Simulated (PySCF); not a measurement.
**Shifts of the heteroatoms**

Mapped SMILES: `[CH3:1]/[CH:2]=[N:3]/[Si@@H:4]([CH3:5])[SiH3:6]` (H(Xn): hydrogen on atom n).

Theory: GFN2-xTB geometry, NMR shieldings at PBE0/pcSseg-1/GIAO, in PySCF 2.14 (equivalent nuclei averaged, a single conformation, relativity neglected, in vacuum).

(1) What are the 29Si shifts?

(2) Where does 15N resonate?

Answers

(1) 
| atoms | environment | σ (ppm) | δ (ppm) |
| --- | --- | --- | --- |
| Si4 | silicon bonded to C, N, Si, H | 382.0 | -34.0 |
| Si6 | silicon bonded to Si, 3 H | 465.5 | -102.7 |

Shieldings were converted by a linear fit to measured shifts: 29Si: δ = 279.94 − 0.822σ (rms 8.9 ppm, 72 shifts, 25.8 ppm with the 6 outliers that the fit left out vs TMS, solution or neat liquid). Occasional misses reach two or three times the rms, and more in compound classes unlike the fitted ones.

On a 400 MHz spectrometer 29Si resonates near 79.5 MHz, so 1 ppm is 79.5 Hz.

(2) 
```json
{"atoms": "N3", "environment": "imine nitrogen", "σ (ppm)": "-115.6", "δ (ppm)": "-41.6"}
```

Shieldings were converted by a linear fit to measured shifts: 15N: δ = -148.07 − 0.921σ (rms 6.3 ppm, 71 shifts vs CH3NO2, solution or neat liquid). A few per cent of atoms miss by over 2 rms, more outside the fitted compound classes.

On a 600 MHz spectrometer 15N resonates near 60.8 MHz, so 1 ppm is 60.8 Hz.
